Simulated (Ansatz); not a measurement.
Reaction (formal exchange of groups at a B–O bond): `SB[O][AlH][Cl]` + `CC=S` → `S=CBS` + `C[O][AlH][Cl]`

Computed with Ansatz on PBE0-D4/def2-TZVP structures; ΔE is electronic, products minus reactants. CCSD(T)/CBS is the MP2 limit (def2-TZVPP, def2-QZVPP) plus CCSD(T) − MP2 in def2-TZVPP, frozen cores. This one scheme is used for every species. Functionals use def2-TZVPP. B3LYP here is the variant with VWN-RPA as its local correlation; programs differ in this. Each species was taken in one conformer, which may not be the lowest.

```
             level  ΔE (kcal/mol)  difference from CCSD(T)/CBS
          B3LYP-D4           44.6                         -0.3
           ωB97M-V           45.4                          0.5
               PBE           42.8                         -2.1
            r2SCAN           45.5                          0.6
             B3LYP           45.5                          0.6
SCS-MP2/def2-TZVPP           45.1                          0.2
   CCSD/def2-TZVPP           45.6                          0.7
CCSD(T)/def2-TZVPP           44.4                         -0.5
SCS-MP2/def2-QZVPP           45.5                          0.6
     MP2/CBS(def2)           45.8                          0.9
       CCSD(T)/CBS           44.9                            0
```

Largest T1 diagnostic among the species: 0.017.

In def2-TZVPP, CCSD(T) changes the Hartree–Fock value by −6.1 kcal/mol (the triples alone add −1.1 kcal/mol) and MP2 by −5.2 kcal/mol. From PBE to PBE0 (25 % exact exchange), in def2-TZVPP and without D4, ΔE moves by +2.1 kcal/mol. The D4 term adds −0.9 kcal/mol with B3LYP and −0.4 kcal/mol with PBE0; it sums over pairs of atoms, weighted by their polarisabilities, and B3LYP, whose exchange is more repulsive, gets the larger term.
